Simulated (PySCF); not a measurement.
**Name the molecule from its bond curve**

A diatomic of charge 0 contains Pd. Its doublet curve at PBE0 in a triple-zeta basis (spin-free X2C with a Gaussian nucleus, PySCF), in eV from the separated fragments:

```
R (Å)  E (eV)
1.921  -1.936
2.011  -2.495
2.100  -2.796
2.167  -2.901
2.234  -2.930
2.301  -2.901
2.390  -2.800
2.502  -2.607
2.636  -2.324
2.815  -1.922
```

The fit gives ωe = 364 cm⁻¹ and the rotational constant Bₑ = 0.1288 cm⁻¹.

Task: Which atom is the partner?

Result: The minimum lies at 2.231 Å, so the reduced mass is 16.8576 u Å² cm⁻¹/(Bₑ·Re²) = 26.30 u. With Pd at 105.90 u the partner weighs about 35.0 u: Cl. The molecule is PdCl.

Spin–orbit coupling is left out. The state is the lowest single determinant that the PBE0 search found; with open d or f shells the true ground state can be another one.
